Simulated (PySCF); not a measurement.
**Ne (neon, neutral): UHF calculation**

Configuration: [Ne], closed-shell 1S. All numbers are calculated (PySCF 2.14, the spin-free X2C one-electron Hamiltonian (Gaussian nucleus), in x2c-TZVPPall with one added diffuse shell each of s, p, d type (6s4p3d1f, 40 functions)).

```json
{
 "Total energy": "-128.679193 hartree",
 "One-electron energy": "-182.7593 hartree",
 "Hartree (Coulomb) energy": "66.2077 hartree",
 "Exchange energy": "-12.1276 hartree",
 "⟨S²⟩": "0.0000",
 "⟨L²⟩": "0.000",
 "Sum of ⟨r⟩": "7.890 bohr",
 "Sum of ⟨r²⟩": "9.378 bohr²",
 "Langevin diamagnetic susceptibility": "-7.43 ×10⁻⁶ cm³/mol"
}
```

```
shell  electrons  mean orbital energy (hartree)  rms radius, mean of both spins (bohr)
   1s          2                      -32.81361                                  0.183
   2s          2                       -1.93579                                  0.982
   2p          6                       -0.85006                                   1.11
```

Spin-orbit constants ζ (cm⁻¹) from the X2C one-electron operator on these orbitals: bare nucleus, nucleus screened by l(l+1)(2l+1)/3 electrons, and screened by the Breit-Pauli mean field of the electrons.

| shell | bare | screened nucleus | mean field |
| --- | --- | --- | --- |
| 2p | 631.1 | 504.9 | 446.2 |
